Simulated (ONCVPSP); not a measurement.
u(r) = r·R(r): atom against pseudo-atom (cerium)

Columns: radius, all-electron u(r) and pseudo u(r) of the 4f shell (level -5.38 eV) of cerium in the configuration [Kr] 4d10 4f1 5s2 5p6 5d1 6s2; PBE, scalar-relativistic, ONCV scheme, ONCVPSP 4.0.1.

```json
{"r (bohr)": "0.180", "all-electron": "0.1854", "pseudo": "0.0097"}
{"r (bohr)": "0.360", "all-electron": "0.6230", "pseudo": "0.1263"}
{"r (bohr)": "0.540", "all-electron": "0.8883", "pseudo": "0.4524"}
{"r (bohr)": "0.720", "all-electron": "0.9516", "pseudo": "0.8694"}
{"r (bohr)": "0.900", "all-electron": "0.9037", "pseudo": "1.1146"}
{"r (bohr)": "1.080", "all-electron": "0.8134", "pseudo": "1.0673"}
{"r (bohr)": "1.260", "all-electron": "0.7143", "pseudo": "0.8460"}
{"r (bohr)": "1.440", "all-electron": "0.6194", "pseudo": "0.6453"}
{"r (bohr)": "1.620", "all-electron": "0.5329", "pseudo": "0.5332"}
{"r (bohr)": "1.800", "all-electron": "0.4562", "pseudo": "0.4561"}
{"r (bohr)": "1.980", "all-electron": "0.3895", "pseudo": "0.3894"}
{"r (bohr)": "2.160", "all-electron": "0.3323", "pseudo": "0.3322"}
{"r (bohr)": "2.340", "all-electron": "0.2836", "pseudo": "0.2836"}
{"r (bohr)": "2.520", "all-electron": "0.2425", "pseudo": "0.2424"}
{"r (bohr)": "2.700", "all-electron": "0.2077", "pseudo": "0.2077"}
{"r (bohr)": "2.880", "all-electron": "0.1784", "pseudo": "0.1784"}
{"r (bohr)": "3.060", "all-electron": "0.1537", "pseudo": "0.1536"}
{"r (bohr)": "3.240", "all-electron": "0.1327", "pseudo": "0.1327"}
{"r (bohr)": "3.420", "all-electron": "0.1150", "pseudo": "0.1150"}
{"r (bohr)": "3.600", "all-electron": "0.0999", "pseudo": "0.0999"}
{"r (bohr)": "3.780", "all-electron": "0.0870", "pseudo": "0.0870"}
{"r (bohr)": "3.960", "all-electron": "0.0759", "pseudo": "0.0759"}
{"r (bohr)": "4.140", "all-electron": "0.0663", "pseudo": "0.0663"}
{"r (bohr)": "4.320", "all-electron": "0.0580", "pseudo": "0.0580"}
{"r (bohr)": "4.500", "all-electron": "0.0508", "pseudo": "0.0508"}
{"r (bohr)": "4.680", "all-electron": "0.0446", "pseudo": "0.0446"}
```

Problem. How many radial nodes do the two functions have?

Solution. The all-electron 4f function has n − l − 1 = 0; the pseudo-wave has 0.

Problem. At about which radius was the pseudo-wave matched?

Solution. 1.70 bohr, where the columns begin to agree (steps of 0.18 bohr).

Problem. Is the pseudo-wave norm-conserving?

Solution. Yes: the ONCV scheme keeps the norm inside the radius equal to the all-electron one, which fixes the energy derivative of the logarithmic derivative at the level.
